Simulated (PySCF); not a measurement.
Cards and structures have been mixed up. Pair them.

Structures:
1. `COCCOCCOC`
2. `FC(F)(F)c1nc(Cl)c[nH]1`
3. `C=C(COC)[SiH2]OC(C)=S`
4. `P(=C(\F)[SiH3])/CCC(F)(F)F`

Card P (geometry GFN2-xTB):
- Rotational constants A, B, C: 6.007, 0.441, 0.423 GHz
- Point group: C1
- Isotropic shieldings of nuclei other than C and H, by class (GIAO PBE0/pcSseg-1): 304 (1 O), 321 (2 O) ppm
- HOMO energy (PBE0/pcSseg-1): -7.35 eV

Card Q (geometry GFN2-xTB):
- Rotational constants A, B, C: 2.881, 0.602, 0.545 GHz
- Isotropic shieldings of nuclei other than C and H, by class (GIAO PBE0/pcSseg-1): -44 (1 N), 85 (1 N), 250 (3 F), 776 (1 Cl) ppm
- 13C chemical shifts (computed TMS as zero) by class (GIAO PBE0/pcSseg-1): 144.3 (1 C), 137.4 (1 C), 127.4 (1 C), 118.2 (1 C) ppm
- Dipole moment (PBE0/pcSseg-1): 4.64 D
- HOMO energy (PBE0/pcSseg-1): -7.33 eV

Card R (geometry GFN2-xTB):
* Rotational constants A, B, C: 1.461, 0.624, 0.542 GHz
* Isotropic shieldings of nuclei other than C and H, by class (GIAO PBE0/pcSseg-1): 203 (1 F), 248 (3 F), 439 (1 Si), 29 (1 P) ppm
* Point group: C1
* 13C chemical shifts (computed TMS as zero) by class (GIAO PBE0/pcSseg-1): 248.6 (1 C), 135.9 (1 C), 35.5 (1 C), 25.9 (1 C) ppm
* Dipole moment (PBE0/pcSseg-1): 3.12 D

Card S (geometry GFN2-xTB):
* Rotational constants A, B, C: 1.870, 0.504, 0.420 GHz
* Isotropic shieldings of nuclei other than C and H, by class (GIAO PBE0/pcSseg-1): 64 (1 O), 312 (1 O), 394 (1 Si), 18 (1 S) ppm
* HOMO energy (PBE0/pcSseg-1): -6.47 eV
* 13C chemical shifts (computed TMS as zero) by class (GIAO PBE0/pcSseg-1): 233.4 (1 C), 155.4 (1 C), 133.5 (1 C), 79.5 (1 C), 59.8 (1 C), 37.3 (1 C) ppm
* Dipole moment (PBE0/pcSseg-1): 3.81 D
* Point group: C1

All species are isolated and taken at one optimised geometry, non-relativistic unless stated. Electronic properties by PySCF. NMR classes are plain means over equivalent atoms (diastereotopic ones count apart unless rotation or inversion swaps them), as if these changed places fast.

Problem. Which card belongs to which structure?

Solution. P = 1, Q = 2, R = 4, S = 3. What ties each card to its structure:
- 1 (card P), C6H14O3, monoisotopic mass 134.1 u, 9 heavy atoms: an asymmetric top with C = 0.423 GHz.
- 2 (card Q), C4H2ClF3N2, monoisotopic mass 170.0 u, 10 heavy atoms: 4 C in 4 classes; the least shielded carbon (144.3 ppm) is an aromatic C–Cl carbon; an asymmetric top with C = 0.545 GHz, the highest such constant on the cards; dipole 4.64 D.
- 3 (card S), C6H12O2SSi, monoisotopic mass 176.0 u, 10 heavy atoms: 6 C in 6 classes; the least shielded carbon (233.4 ppm) is a thiocarbonyl carbon; an asymmetric top with C = 0.420 GHz, the lowest such constant on the cards; dipole 3.81 D.
- 4 (card R), C4H7F4PSi, monoisotopic mass 190.0 u, 10 heavy atoms: 4 C in 4 classes; the least shielded carbon (248.6 ppm) is a carbon bonded to F, P and Si; an asymmetric top with C = 0.542 GHz; dipole 3.12 D.
